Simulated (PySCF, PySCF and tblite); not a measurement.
A run on one conformer of C₈H₁₀O₃, numbered as in [CH3:1][C:2](=[O:3])[O:4][C@@H:5]1[CH2:6][CH2:7][CH:8]=[CH:9][C:10]1=[O:11], from an ensemble study. The sound level was PBE0/6-31G* on GFN2-xTB geometries.

Input:

```
{"job": {"xc": "PBE0", "basis": "6-31G*", "gauge": [10, 10, 10], "kind": "nmr", "pop": false}, "charge": 0, "multiplicity": 1}
C      3.575816    -0.478063    -0.451744
C      2.354336     0.001105     0.280972
O      2.348913     0.763174     1.209967
O      1.245712    -0.554284    -0.233312
C      0.003392    -0.055760     0.243205
C     -1.066710    -1.136127     0.150810
C     -2.373269    -0.600959     0.730068
C     -2.711086     0.739994     0.171805
C     -1.822511     1.534910    -0.422514
C     -0.408882     1.171962    -0.573692
O      0.374153     1.780172    -1.261557
H      4.447690    -0.394744     0.189854
H      3.435106    -1.500350    -0.789247
H      3.715180     0.159969    -1.322661
H      0.133914     0.276226     1.286120
H     -0.737392    -2.026151     0.688835
H     -1.202526    -1.404592    -0.898878
H     -2.284213    -0.505059     1.818185
H     -3.189152    -1.299959     0.535378
H     -3.740541     1.056626     0.273176
H     -2.106852     2.488851    -0.842257
```

Command: OMP_NUM_THREADS=1 python ens_run.py task.json out

Output:

```
coarse grid: 18152 points
cycle   1  E = -535.7599059438  dE =  2.015e+00  |g| = 1.146e+00  |ddm| = 4.525e+00
cycle   2  E = -535.0391370680  dE =  7.208e-01  |g| = 2.222e+00  |ddm| = 3.082e+00
cycle   3  E = -536.0078829689  dE = -9.687e-01  |g| = 3.091e-01  |ddm| = 2.367e+00
cycle   4  E = -536.0270470035  dE = -1.916e-02  |g| = 1.057e-01  |ddm| = 3.585e-01
cycle   5  E = -536.0289436389  dE = -1.897e-03  |g| = 3.248e-02  |ddm| = 9.515e-02
cycle   6  E = -536.0291753502  dE = -2.317e-04  |g| = 6.230e-03  |ddm| = 3.079e-02
cycle   7  E = -536.0291829292  dE = -7.579e-06  |g| = 2.254e-03  |ddm| = 7.085e-03
final grid: 177008 points
cycle   8  E = -535.9319911244  dE = -7.011e-06  |g| = 1.729e-02  |ddm| = 3.354e-02
cycle   9  E = -535.9318442603  dE =  1.469e-04  |g| = 3.225e-02  |ddm| = 4.060e-02
cycle  10  E = -535.9320511220  dE = -2.069e-04  |g| = 3.623e-03  |ddm| = 2.856e-02
cycle  11  E = -535.9320537705  dE = -2.648e-06  |g| = 4.855e-04  |ddm| = 3.119e-03
cycle  12  E = -535.9320538129  dE = -4.241e-08  |g| = 1.494e-04  |ddm| = 4.841e-04
cycle  13  E = -535.9320538172  dE = -4.321e-09  |g| = 5.339e-05  |ddm| = 1.772e-04
cycle  14  E = -535.9320538177  dE = -4.472e-10  |g| = 3.005e-05  |ddm| = 6.783e-05
converged SCF energy = -535.9320538177

GIAO shielding tensors (ppm)
atom      isotropic    diamagn.    paramagn.     s11        s22        s33       span
  0 C      242.505     456.755    -214.250     20.394    252.420    454.700    434.306
  1 C      199.650     741.758    -542.108   -132.999    322.571    409.376    542.375
  2 O      569.274    1749.966   -1180.692   -266.437    859.403   1114.856   1381.292
  3 O      -87.091      29.760    -116.851   -383.825   -146.698    269.249    653.074
  4 C      190.736     664.669    -473.933     52.209    188.835    331.166    278.957
  5 C       67.888    -255.725     323.613    -72.286    -31.617    307.567    379.852
  6 C       72.154     -61.240     133.395   -102.906     -0.504    319.873    422.780
  7 C      -21.210     -52.314      31.104   -256.449    -29.587    222.406    478.855
  8 C      112.836     380.471    -267.635    -48.441     74.609    312.338    360.778
  9 C       68.378     475.100    -406.722    -52.825     34.884    223.076    275.902
 10 O      -96.166     790.569    -886.735   -904.492    -20.844    636.838   1541.330
 11 H      389.913     937.581    -547.667   -108.498    569.634    708.605    817.103
 12 H     -315.440    -754.080     438.640   -653.142   -504.484    211.307    864.449
 13 H       33.004      91.075     -58.071   -359.515     -5.364    463.890    823.404
 14 H      474.657    1340.175    -865.518    -56.653    633.792    846.832    903.485
 15 H     -110.411    -365.024     254.613   -523.353   -218.252    410.372    933.725
 16 H     -488.403   -1407.414     919.011   -842.222   -755.866    132.879    975.101
 17 H      244.534     616.566    -372.032   -238.173    311.215    660.561    898.734
 18 H     -505.074   -1373.885     868.811   -846.418   -801.872    133.068    979.487
 19 H     -260.062    -657.522     397.460   -631.011   -440.533    291.358    922.369
 20 H       37.339      46.744      -9.405   -405.862     10.647    507.231    913.093
```

Question: What is wrong with this calculation, and what did it do to the result?

Answer: The setting at fault: common gauge origin in a small basis. The run converged. Shieldings averaged over the conformers (ppm), as run and sound:
```json
{"atoms": "C1", "as run": "254.1", "sound": "175.2"}
{"atoms": "C2", "as run": "209.8", "sound": "35.7"}
{"atoms": "O3", "as run": "530.1", "sound": "-54.0"}
{"atoms": "O4", "as run": "-59.8", "sound": "144.6"}
{"atoms": "C5", "as run": "180.6", "sound": "123.4"}
{"atoms": "C6", "as run": "79.9", "sound": "166.3"}
{"atoms": "C7", "as run": "82.2", "sound": "168.7"}
{"atoms": "C8", "as run": "-17.2", "sound": "53.2"}
{"atoms": "C9", "as run": "106.3", "sound": "72.5"}
{"atoms": "C10", "as run": "63.9", "sound": "11.3"}
{"atoms": "O11", "as run": "-126.9", "sound": "-252.3"}
{"atoms": "H1", "as run": "52.8", "sound": "30.4"}
{"atoms": "H5", "as run": "418.6", "sound": "26.7"}
{"atoms": "H6b", "as run": "-104.1", "sound": "30.4"}
{"atoms": "H6a", "as run": "-436.0", "sound": "30.1"}
{"atoms": "H7a", "as run": "210.7", "sound": "29.7"}
{"atoms": "H7b", "as run": "-447.6", "sound": "30.0"}
{"atoms": "H8", "as run": "-251.5", "sound": "25.4"}
{"atoms": "H9", "as run": "19.0", "sound": "26.4"}
```
